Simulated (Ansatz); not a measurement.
C5H14GaNO, SMILES `C[CH2][Ga]([O]C)[N](C)C`. Total charge 0; spin multiplicity 1. Correlated methods include outer-core shells of Ga, which these sets cover unevenly. Scalar relativity is left out up to krypton.

```tsv
atom	x (Å)	y (Å)	z (Å)
C1	-1.244	-2.377	1.893
C2	-1.364	-1.717	0.524
Ga3	-0.103	-0.241	0.245
O4	0.981	0.107	1.628
C5	1.980	1.074	1.755
N6	0.004	0.738	-1.292
C7	-0.868	0.452	-2.402
C8	0.903	1.829	-1.563
H9	-0.247	-2.791	2.055
H10	-1.965	-3.192	2.008
H11	-1.421	-1.663	2.701
H12	-1.206	-2.449	-0.275
H13	-2.376	-1.327	0.368
H14	2.782	0.954	1.014
H15	2.435	0.984	2.747
H16	1.591	2.098	1.665
H17	-0.302	0.180	-3.306
H18	-1.539	-0.379	-2.170
H19	-1.493	1.320	-2.663
H20	0.355	2.756	-1.789
H21	1.546	1.617	-2.431
H22	1.552	2.027	-0.711
```

**Question.** Give the diagnostics of a CCSD(T)/def2-TZVPP run (frozen core, Ansatz 0.2.0). (Estimate.)

**Answer.** The calculation gave: T1 = 0.0126, largest single amplitude 0.033, largest double 0.022, (T) share of the correlation energy 3.9 %, 9 CCSD cycles. The RHF solution is stable towards an unrestricted one. T1 lies under the customary mark of 0.02 for closed shells.
